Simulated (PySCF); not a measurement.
**Two-component Hartree-Fock for Sm⁴⁸⁺ (samarium, charge +48)**

Start: [Ne] 3s2 3p2; 3p1/2 filled at m_j = -1/2, +1/2. Calculated with PySCF 2.14 in an even-tempered Gaussian basis (18 s from 12 bohr⁻², ratio 2.4; 14 p from 16 bohr⁻², ratio 2.4; 4 d from 54 bohr⁻², ratio 2.6; 4 f from 82 bohr⁻², ratio 2.6): generalised Hartree-Fock with the X2C-1e Hamiltonian and a Gaussian nucleus; one run each with spin-orbit coupling (SO) switched off, then screened by Boettger's factors.

```tsv
spinor shell	electrons	ε, spin-free (eV)	ε, screened SO (eV)	weight of nominal j (screened SO)	rms radius, screened SO (bohr)
1s1/2	2	-50405.7	-50389.7	1.000	0.0259
2s1/2	2	-10972.1	-10964.7	1.000	0.103
2p1/2	2	-10145.9	-10584.4	1.000	0.0882
2p3/2	4	-10145.9	-9948.2	1.000	0.0942
3s1/2	2	-4360.9	-4357.7	1.000	0.248
3p1/2	2	-4132.0	-4230.2	1.000	0.236
```

| quantity | spin-free | screened SO |
| --- | --- | --- |
| E (hartree) | -8146.34340 | -8158.87138 |
| M_J | 0 | 0 |
| ⟨J²⟩ | 2.001 | 0.000 |
| ⟨L²⟩ | 2.000 | 1.342 |
| ⟨S²⟩ | 2.000 | 1.342 |

Breit and QED terms are absent; they matter most for the inner s and p1/2 levels.

Densities and radii are taken from the X2C orbitals without a picture-change correction, which distorts them close to the nucleus.

Without spin-orbit coupling the j labels of p, d and f shells carry no meaning; the spin-free column gives the mean over the occupied spinors of each nl shell.
